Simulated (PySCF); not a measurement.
An excited-state job on `C=CP(N)C(F)(F)F`.

Method: TDDFT CAM-B3LYP/def2-SVPD, vertical, gas phase, core orbitals frozen in the response (PySCF 2.14.0, density-fitted response routines). Geometry: GFN2-xTB. The input is one job of a driver script: a line of settings, then coordinates in Å.

Command:
```bash
OMP_NUM_THREADS=1 python probes_run.py task.json out
```

Input:
```
{"job": {"kind": "uv", "xc": "CAM-B3LYP", "basis": "def2-SVPD", "nstates": 8, "ntriplets": 3}, "charge": 0, "multiplicity": 1}
C      2.086422     0.135896     0.265060
C      1.113099    -0.654846    -0.154384
P     -0.317074    -0.060609    -1.107812
N     -0.368602     1.534740    -0.600763
C     -1.559501    -0.862190     0.114109
F     -1.415955    -2.183131     0.244254
F     -2.824780    -0.633015    -0.274457
F     -1.446524    -0.332124     1.350520
H      2.943696    -0.245950     0.794559
H      2.057548     1.198755     0.091344
H      1.152393    -1.728653    -0.018817
H     -0.998309     2.130312    -1.120107
H     -0.426802     1.701301     0.398765
```

Output:
```
coarse grid: 12304 points
cycle   1  E = -812.1016197123  dE =  1.232e+00  |g| = 9.321e-01  |ddm| = 5.199e+00
cycle   2  E = -812.0140759416  dE =  8.754e-02  |g| = 1.230e+00  |ddm| = 2.111e+00
cycle   3  E = -812.2708166675  dE = -2.567e-01  |g| = 5.065e-02  |ddm| = 1.111e+00
cycle   4  E = -812.2712429197  dE = -4.263e-04  |g| = 3.622e-02  |ddm| = 1.432e-01
cycle   5  E = -812.2715516606  dE = -3.087e-04  |g| = 8.952e-03  |ddm| = 5.480e-02
cycle   6  E = -812.2715717002  dE = -2.004e-05  |g| = 2.910e-03  |ddm| = 1.910e-02
cycle   7  E = -812.2715737833  dE = -2.083e-06  |g| = 5.848e-04  |ddm| = 5.587e-03
final grid: 118216 points
cycle   8  E = -812.3730085554  dE = -3.325e-05  |g| = 4.943e-03  |ddm| = 6.913e-02
cycle   9  E = -812.3730078096  dE =  7.458e-07  |g| = 5.621e-03  |ddm| = 1.174e-02
cycle  10  E = -812.3730131970  dE = -5.387e-06  |g| = 3.155e-04  |ddm| = 5.107e-03
cycle  11  E = -812.3730132167  dE = -1.970e-08  |g| = 1.836e-04  |ddm| = 7.951e-04
cycle  12  E = -812.3730132253  dE = -8.591e-09  |g| = 3.047e-05  |ddm| = 3.298e-04
cycle  13  E = -812.3730132255  dE = -2.283e-10  |g| = 1.224e-05  |ddm| = 7.165e-05
converged SCF energy = -812.3730132255

Static polarisability (au): isotropic 72.160, principal 59.201 70.059 87.221

Singlet excitations
state   eV       nm        f      main configurations
  1   6.2101    199.6   0.17405   H->L 0.85, H->L+1 0.08
  2   6.4461    192.3   0.10508   H->L+1 0.70, H-1->L 0.10
  3   6.9079    179.5   0.05348   H-1->L 0.78, H->L+1 0.10
  4   7.1970    172.3   0.00524   H-1->L+1 0.66, H->L+3 0.14
  5   7.2733    170.5   0.02166   H->L+2 0.34, H->L+3 0.31, H-1->L+1 0.14
  6   7.6283    162.5   0.01026   H->L+2 0.31, H->L+3 0.29, H-2->L 0.09
  7   7.6595    161.9   0.12152   H-2->L 0.52, H->L+2 0.11, H-3->L 0.09
  8   7.9597    155.8   0.06449   H-2->L+1 0.45, H->L+4 0.30

Triplet excitations (Tamm-Dancoff, eV): 4.2039 5.3802 5.7039
```

The SCF starts on a coarse grid where the log names one; the energy can jump when the final grid takes over, and dE then counts from the start density on the new grid. H and L stand for HOMO and LUMO; the number after each pair is its weight.

**Question.** Give the mean polarisability as a volume in Å³, and the ratio of the largest to the smallest principal value.

**Answer.** 72.160 au × 0.148185 = 10.69 Å³; 87.221/59.201 = 1.47.

**Question.** Give S1 in cm⁻¹ and kJ/mol.

**Answer.** 6.2101 eV × 8065.54 = 50088 cm⁻¹; × 96.485 = 599.2 kJ/mol.

In short: HOMO -8.65 eV, LUMO 0.51 eV; lowest singlet 6.21 eV; lowest triplet 4.20 eV (Tamm–Dancoff); mean polarisability 72.2 au.

Cost: about 90 s of CPU time on one thread; the machine was shared, so the figure is rough.

One conformer stands for the species.
Labels such as C1 count atoms from 1, the log's own numbers from 0.
